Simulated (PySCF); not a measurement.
C₂H₆S₂Te. Atoms are numbered in the order given.

```xyz
11

Te     0.2249     0.8418     0.0000
S     -0.6901    -0.3489    -1.9100
C      0.5024    -1.7175    -2.1647
H      0.4520    -2.4432    -1.3416
H      0.1999    -2.2144    -3.0995
H      1.5286    -1.3407    -2.2720
S     -0.6901    -0.3489     1.9100
C      0.5024    -1.7175     2.1647
H      1.5286    -1.3407     2.2720
H      0.1999    -2.2144     3.0995
H      0.4520    -2.4432     1.3416
```
Charge 0, spin multiplicity 1.

Geometry optimised at B3LYP-D3(BJ)/def2-SVP. The def2 effective core potentials stand for the cores of Te; spin–orbit coupling is left out. The values are those of a single conformer.

All values below come from B3LYP-D3(BJ)/def2-SVP (PySCF 2.14.0).

Frequencies are harmonic and unscaled.

### Question
Estimate the vibrational spectrum. (The exact figures need the calculation; the answer reports its results.)

### Answer

```tsv
mode	ν (cm⁻¹)	IR (km/mol)	moving atoms (share of kinetic energy)
1	53	1.0	C 41 %, S 33 %, H 26 %
2	65	0.2	C 59 %, H 24 %, Te 10 %
3	111	0.9	S 46 %, H 45 %, Te 8 %
4	133	0.4	H 94 %
5	164	2.3	H 58 %, S 36 %
6	184	0.1	C 49 %, H 26 %, S 17 %, Te 8 %
7	202	0.0	C 44 %, H 21 %, Te 19 %, S 16 %
8	324	24.8	S 75 %, Te 22 %
9	348	1.7	S 82 %, Te 14 %
10	690	1.3	C 58 %, S 31 %, H 11 %
11	692	1.2	C 58 %, S 31 %, H 11 %
12	955	0.0	H 83 %, C 15 %
13	955	0.8	H 81 %, C 16 %
14	958	19.4	H 79 %, C 18 %
15	959	7.4	H 82 %, C 16 %
16	1320	14.9	H 86 %, C 14 %
17	1328	5.7	H 86 %, C 14 %
18	1436	10.6	H 95 %
19	1440	9.9	H 95 %
20	1450	11.9	H 95 %
21	1455	8.8	H 95 %
22	3038	8.0	H 98 %
23	3040	28.1	H 98 %
24	3140	1.3	H 90 %, C 10 %
25	3142	2.9	H 90 %, C 10 %
26	3156	3.7	H 90 %, C 10 %
27	3158	7.1	H 90 %, C 10 %
```
